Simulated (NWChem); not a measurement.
Correlation energy of bicarbonate (CHO$_{3}$ (-1))

```xyz
5

O      0.6016     1.1439     0.0000
C     -0.0410    -0.1708     0.0000
O     -1.2993    -0.1009     0.0000
O      0.7534    -1.1276     0.0000
H     -0.2000     1.7028     0.0000
```
Charge -1, spin multiplicity 1.

Program: NWChem. All single points use one geometry, from PBE/def2-SVP, a minimum by its harmonic frequencies. It is one conformer; others weren't searched.

Basis set: aug-cc-pVDZ. Each correlation energy counts from its own Hartree-Fock reference.

| method | correlation energy (mHa) |
|---|---|
| MP2 | -739.0 |
| SCS-MP2 | -708.1 |
| CCSD | -740.2 |
| CR-CCSD[T] | -762.8 |
| CR-CCSD(T) | -760.8 |

The values span 54.6 mHa, from CR-CCSD[T] (lowest) to SCS-MP2 (highest). 

The correlated methods keep 4 core orbitals frozen. The anion's geometry comes from a basis without diffuse functions. No row is a measurement; the coupled-cluster row has its own basis-set and correlation limits.
